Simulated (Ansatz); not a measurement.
Calculated with Ansatz (gas phase, PBE0-D4/def2-TZVP geometries, no zero-point term in ΔE). CCSD(T)/CBS is the MP2 limit (def2-TZVPP, def2-QZVPP) plus CCSD(T) − MP2 in def2-TZVPP, frozen cores. Functionals use def2-TZVPP. B3LYP here is the variant with VWN-RPA as its local correlation; programs differ in this. For Ge outer-core shells are correlated without core-valence functions, which leaves a few kJ/mol of doubt a bond. Scalar relativity is left out up to krypton. One conformer a species, not always the lowest.

Consider the redistribution: `C[O][GeH]([Cl])[O][SiH3]` + `CSP` → `C[O][GeH]([Cl])[S]C` + `[SiH3]OP`.

`C[O][GeH]([Cl])[O][SiH3]`:

Cartesian coordinates in Å:
```
C -0.843 -1.833 0.235
O -0.315 -1.231 1.401
Ge 0.876 0.047 1.283
Cl 2.556 -0.678 0.161
O 0.222 1.412 0.403
Si -0.114 1.850 -1.143
H -0.054 -2.255 -0.396
H -1.503 -2.641 0.553
H -1.429 -1.121 -0.357
H 1.273 0.475 2.686
H 0.800 1.174 -2.100
H -1.516 1.480 -1.474
H 0.045 3.321 -1.250
```

`CSP`:

```xyz
8

C     0.684    1.102    0.480
S    -0.909    0.246    0.407
P    -0.359   -1.415   -0.763
H     1.021    1.395   -0.514
H     1.441    0.488    0.967
H     0.517    2.000    1.077
H    -0.957   -2.431    0.029
H    -1.438   -1.385   -1.685
```

`C[O][GeH]([Cl])[S]C`:

Cartesian coordinates in Å:
```
C -0.715 -1.693 -0.942
O -0.012 -1.432 0.257
Ge 1.320 -0.277 0.260
Cl 2.817 -0.906 -1.146
S 0.653 1.697 -0.440
C -0.604 1.999 0.839
H -1.063 -0.770 -1.421
H -1.583 -2.305 -0.688
H -0.094 -2.243 -1.656
H 1.870 -0.320 1.687
H -0.154 2.079 1.828
H -1.365 1.220 0.836
H -1.070 2.951 0.588
```

`[SiH3]OP`:

```xyz
8

Si    0.811   -0.353    0.953
O     0.036    0.499   -0.228
P    -1.105   -0.024   -1.292
H    -0.040   -0.444    2.168
H     2.053    0.391    1.266
H     1.130   -1.723    0.477
H    -0.726    0.785   -2.401
H    -2.160    0.869   -0.942
```

(1) Is it downhill or uphill in electronic energy at CCSD(T)/CBS, and by how much? (An estimate is asked.)

(2) What do these levels give: PBE-D4, PBE0-D4, B3LYP-D4, ωB97M-V, r2SCAN, PBE0, HF/def2-TZVPP, CCSD/def2-TZVPP, HF/def2-QZVPP, MP2/def2-QZVPP, MP2/CBS(def2), CCSD/CBS(def2)? (Best estimate.)

Largest T1 diagnostic among the species: 0.012.

Results:

(1) The calculation gave: Uphill: ΔE = +0.27 eV.

(2) The calculation gave: PBE-D4 0.25, PBE0-D4 0.26, B3LYP-D4 0.23, ωB97M-V 0.23, r2SCAN 0.28, PBE0 0.26, HF/def2-TZVPP 0.26, CCSD/def2-TZVPP 0.27, HF/def2-QZVPP 0.27, MP2/def2-QZVPP 0.28, MP2/CBS(def2) 0.27, CCSD/CBS(def2) 0.27 eV.
